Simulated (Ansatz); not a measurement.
`[GeH3][Te][GeH3]` + CH₃OH → `OC[Te][GeH3]` + GeH₄  (formal exchange of groups at a Te–Ge bond)

Program: Ansatz. Geometries: PBE0-D4/def2-TZVP. ΔE: electronic, gas phase. CCSD(T)/CBS adds triple-zeta CCSD(T) − MP2 to the extrapolated MP2 energy (def2 sets, frozen cores). This one scheme is used for every species. Functionals use def2-TZVPP. B3LYP here is the variant with VWN-RPA as its local correlation; programs differ in this. Elements past krypton have def2 core potentials. For Ge, Te outer-core shells are correlated without core-valence functions, which leaves a few kJ/mol of doubt a bond. Scalar relativity is left out up to krypton. Each species was taken in one conformer, which may not be the lowest.

CCSD(T)/CBS gives +1.04 eV.

**Question.** Another level gave +1.02 eV. Which?
A. HF/def2-TZVPP
B. CCSD/def2-TZVPP
C. PBE/def2-TZVPP
D. B3LYP/def2-TZVPP

**Answer.** D. B3LYP 1.02, CCSD/def2-TZVPP 1.06, PBE 0.96, HF/def2-TZVPP 1.22 eV.

Largest T1 diagnostic among the species: 0.012.

In def2-TZVPP, CCSD(T) changes the Hartree–Fock value by −0.19 eV (the triples alone add −0.04 eV) and MP2 by −0.14 eV. From PBE to PBE0 (25 % exact exchange), in def2-TZVPP and without D4, ΔE moves by +0.10 eV.
